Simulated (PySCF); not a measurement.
# Simulated characterisation data

[PySCF: shieldings: GIAO PBE0/pcSseg-1; coordinates at the GFN2-xTB level; fast rotation and ring inversion assumed for equivalent nuclei; non-relativistic; one conformer; gas phase]

Referencing at the same level of theory: TMS for ¹H (σ = 31.72 ppm) and ¹³C (σ = 186.93 ppm). Splittings of carbon signals by F and P are missing where no couplings were computed. Where no couplings were computed, multiplicities follow the n + 1 count of equivalent neighbours, and m marks all less simple cases (inequivalent or close neighbours, rings, F or P nearby). Shifts are as computed. Against solution values, carbons near 30 ppm lie about +3 ppm off and those near 130 ppm about +5 ppm. Of 1211 compounds with measured shifts, 218 miss one by over three times the rms of a fit or turn the order of signals round; such compounds aren't used in these exercises. OH and NH positions are gas-phase values without hydrogen bonding to other molecules.

**1.** SMILES F[C@H]1C(=O)C=C(C#N)C1=O, C6H2FNO2. ¹H NMR (400 MHz, computed): δ 7.48 (m, 1H), 5.27 (m, 1H). ¹³C{¹H} NMR (computed): δ 198.5 (C), 194.6 (C), 158.5 (CH), 138.5 (C), 116.1 (C), 91.5 (CH).

**2.** `P1(CC)(=N)CC[SiH2]CC1`, C6H16NPSi. ¹H NMR (400 MHz, computed): δ 4.12 (m, 1H), 3.99 (m, 1H), 2.06 (m, 2H), 1.94 (m, 2H), 1.34 (m, 2H), 1.26 (m, 2H), 1.24 (m, 3H), 0.90 (m, 2H), -1.03 (br s, 1H). ¹³C{¹H} NMR (computed): δ 32.1 (CH2), 29.5 (CH2), 7.3 (CH3), 4.4 (CH2).
